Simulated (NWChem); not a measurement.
Molecule: SiBr4; SMILES Br[Si](Br)(Br)Br

All runs: NWChem. Pople sets run with spherical d functions. Coordinates come from a B3LYP/6-31G* (spherical d) optimisation. Level: PBE0/6-31G* with SMD (1 M gas to 1 M solution), gas-phase geometry. Reactions with the solvent are ignored.

For solvent acetone:

| Property | Result |
|---|---|
| solvation free energy (kcal/mol) | -6.6 |
| cavity-dispersion-structure term (kcal/mol) | -6.4 |

**Question.** Estimate the same quantities for solvent ethylene glycol.

**Answer.** The solvation free energy (kcal/mol) is -4.8 and the cavity-dispersion-structure term (kcal/mol) is -4.6.
